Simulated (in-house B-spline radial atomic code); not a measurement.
Radial electron density of Sn⁺, [Kr] 4d10 5s2 5p1. Method: scalar-relativistic (X2C) OLYP, spin-polarised, spherical fractional occupations, Fermi nucleus of rms radius 4.6519 fm. Calculated with a radial B-spline atomic code at the basis-set limit.

One-electron X2C: radii and densities carry no picture-change correction, so inner-shell <1/r> comes out high (for 1s by about 2 % at Z = 33, 5 % at 54, 10 % at 75, 30 % at 118) and <r> low.

Columns: r (bohr), 4πr²n(r) (electrons per bohr), bar.

```
0.000948    2.084 #
 0.00118    2.955 ##
 0.00146     4.13 ##
 0.00181    5.757 ###
 0.00225    7.997 ####
 0.00279    10.96 ######
 0.00346    14.86 ########
 0.00429    19.84 ###########
 0.00533    26.07 ##############
 0.00661     33.4 ##################
  0.0082     41.6 ######################
  0.0102    50.12 ###########################
  0.0126    57.56 ###############################
  0.0157    63.08 ##################################
  0.0194    65.06 ###################################
  0.0241    63.31 ##################################
  0.0299    59.07 ###############################
  0.0371    55.59 ##############################
  0.0461    56.95 ##############################
  0.0571    64.87 ###################################
  0.0709    76.14 #########################################
   0.088    82.51 ############################################
   0.109    77.67 #########################################
   0.135    65.07 ###################################
   0.168    56.99 ##############################
   0.209    61.38 #################################
   0.259    67.84 ####################################
   0.321    60.38 ################################
   0.398    39.64 #####################
   0.494    23.16 ############
   0.613    20.88 ###########
   0.761    23.59 #############
   0.944    20.78 ###########
    1.17    13.48 #######
    1.45    7.163 ####
     1.8    3.744 ##
    2.24    2.157 #
    2.78    1.227 #
    3.44   0.5795 
    4.27    0.206 
     5.3  0.05397 
    6.58 0.009543 
    8.16 0.0009943 
    10.1 5.361e-05
```

On this grid the curve has 4 maxima, near 0.0194, 0.088, 0.259, 0.761 bohr.

The 5s up radial function P(r) = rR(r), positive near the nucleus:

| r (bohr) | P |
| --- | --- |
| 0.0004 | 0.01066 |
| 0.000616 | 0.01519 |
| 0.000948 | 0.02152 |
| 0.00146 | 0.03025 |
| 0.00225 | 0.04199 |
| 0.00346 | 0.05695 |
| 0.00533 | 0.0746 |
| 0.0082 | 0.09192 |
| 0.0126 | 0.1016 |
| 0.0194 | 0.08987 |
| 0.0299 | 0.03865 |
| 0.0461 | -0.05686 |
| 0.0709 | -0.1488 |
| 0.109 | -0.1217 |
| 0.168 | 0.08717 |
| 0.259 | 0.2366 |
| 0.398 | -0.02157 |
| 0.613 | -0.3613 |
| 0.944 | -0.06038 |
| 1.45 | 0.5717 |
| 2.24 | 0.7316 |
| 3.44 | 0.3826 |
| 5.3 | 0.08029 |
| 8.16 | 0.005102 |
